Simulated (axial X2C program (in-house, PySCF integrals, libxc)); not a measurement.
## HgC⁺: from the spin-free to the two-component result

All values were computed with an in-house relativistic program for diatomic molecules. Spin-free means the one-electron spin-free X2C Hamiltonian; two-component (2c) means X2C with spin–orbit coupling and atomic mean-field two-electron Coulomb and Gaunt terms, so the difference of the two also holds small scalar two-electron terms. Basis: Hg dyall-cv3z [13s14p9d6f4g], C dyall-v3z [7s6p2d1f] (cores contracted in-house); Gaussian nuclei, density fitting, unrestricted open shells. Masses: Hg 201.971 u, C 12.000 u.

Spin-free state: M_S = 1/2, Λ = 1 (beyond evenly filled blocks: π+α); fragments Hg+ + C.

| level | Re (Å) | ωe (cm⁻¹) | De (eV) | μ (D) |
| --- | --- | --- | --- | --- |
| PBE0 | 2.140 | 426.1 | 1.940 | 1.10 |
| HF | 2.254 | 396.3 | -0.110 | 0.60 |
| CCSD | 2.189 | 413.5 | 1.734 | n/a |
| CCSD(T) | 2.187 | 409.7 | n/a | n/a |
| PBE50 | 2.167 | 399.7 | 1.510 | 0.97 |

Correlated methods: 15 electrons correlated (number of frozen shells: Hg 5 s, 4 p, 2 d, 1 f; C 1 s), 265 virtual spin orbitals or spinors in MP2, 90 natural virtuals in coupled cluster.

Dipoles are positive if C is the positive end and refer to the centre of mass.

(1) Within this multiplet, which Ω should lie lowest by the rule for regular and inverted multiplets?

Two-component determinant lowest at the distance of the search:

Ω = 1/2 (⟨Sz⟩ = -0.50, ⟨Lz⟩ = 1.00 at HF); fragments Hg+ + C.

```tsv
level	Re (Å)	ωe (cm⁻¹)	De (eV)	μ (D)
PBE0	2.117	433.4	2.006	1.03
HF	2.241	397.6	-0.069	0.55
CCSD	2.172	418.0	1.788	n/a
CCSD(T)	2.169	415.3	n/a	n/a
PBE50	2.146	408.3	1.566	0.89
```

(2) From the two tables, how do the constants change at the CCSD(T) level (2c against spin-free)?

The state is one determinant whose occupation by symmetry is held fixed; it was picked as the lowest of a PBE0 search that is not exhaustive. Dissociation energies refer to the lowest single-determinant-based atoms at the same level and basis. De is not given where an atomic determinant may have missed its ground term or J level, or where the truncated virtual space spoils (T). Density functionals use the spin component along the axis (collinear). CCSD and (T) use frozen natural virtuals with an MP2 correction for the truncation; (T) itself is uncorrected, so its De runs slightly low. The 2c atoms are single determinants rather than J levels; their spin–orbit lowering is only partly caught, and De is too large by that part. This holds for PBE0, CCSD, PBE50. The functionals have no current-density term, which raises determinants with orbital currents, atoms included. The determinant is spin-polarised beyond a pure state at some levels (its spin-free form has ⟨S²⟩ too high), which makes Re and μ there less reliable.

Answers

(1) The open π shell holds one electron, so the multiplet is regular: Ω = Λ − 1/2 = 1/2. The PBE0 2c search agrees, though Ω = 3/2 of the search lies only 0.08 eV higher.

(2) At the CCSD(T) level Re goes down by 0.018 Å and ωe goes up by 5.6 cm⁻¹.
